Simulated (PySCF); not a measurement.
Zn(I)(OH), HIOZn, SMILES [OH][Zn][I] (PBE0/def2-SVP optimised geometry):

```
4

Zn     0.116     0.356     0.000
I     -2.299     0.514     0.000
O      1.888     0.356     0.000
H      2.299    -0.514     0.003
```

Computed with PySCF 2.14.0 with PBE0/def2-TZVP, def2 effective core potentials past Kr.

What are the frontier orbital energies and the dipole moment?

HOMO-2 -8.72 eV, HOMO-1 -7.88 eV, HOMO -7.82 eV, LUMO -1.53 eV, LUMO+1 -0.33 eV; dipole moment 1.40 D.
